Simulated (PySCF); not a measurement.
# Fractional electron number in Cu²⁺ (copper, charge +2)

The 3d beta orbital of [Ar] 3d9 is emptied in steps (occupation f), with all orbitals relaxed, ending at [Ar] 3d8. Calculation: PySCF 2.14, in jorge-DZP-DKH; scalar relativity by spin-free X2C-1e. The exact energy is a straight line in f; departures are measured from the line between the end points of the same method.

```tsv
f	PBE0 (eV)	r2SCAN (eV)	LC-wPBE (eV)
1	0.000	0.000	0.000
0.8	-0.943	-1.326	-0.584
0.6	-1.423	-1.991	-0.887
0.4	-1.432	-1.993	-0.897
0.2	-0.961	-1.329	-0.604
0	0.000	0.000	0.000
```

```tsv
method	E(f=0) − E(f=1) (eV)	−ε at f=1 (eV)	−ε at f=0.4 (eV)
PBE0	37.074	31.221	38.223
r2SCAN	36.722	28.457	38.377
LC-wPBE	37.462	33.858	38.159
```

Orbital energy along the path (eV):

```json
{"f": "1", "PBE0": "-31.221", "r2SCAN": "-28.457", "LC-wPBE": "-33.858"}
{"f": "0.8", "PBE0": "-33.507", "r2SCAN": "-31.738", "LC-wPBE": "-35.235"}
{"f": "0.6", "PBE0": "-35.842", "r2SCAN": "-35.052", "LC-wPBE": "-36.670"}
{"f": "0.4", "PBE0": "-38.223", "r2SCAN": "-38.377", "LC-wPBE": "-38.159"}
{"f": "0.2", "PBE0": "-40.648", "r2SCAN": "-41.702", "LC-wPBE": "-39.696"}
{"f": "0", "PBE0": "-43.111", "r2SCAN": "-45.035", "LC-wPBE": "-41.276"}
```

Reference removal energy between the ground levels: 36.841 ± 0.012 eV (measured; NIST Atomic Spectra Database, ionization energies). The calculation has no spin-orbit coupling. The determinant left behind need not be the lowest term of the ion.
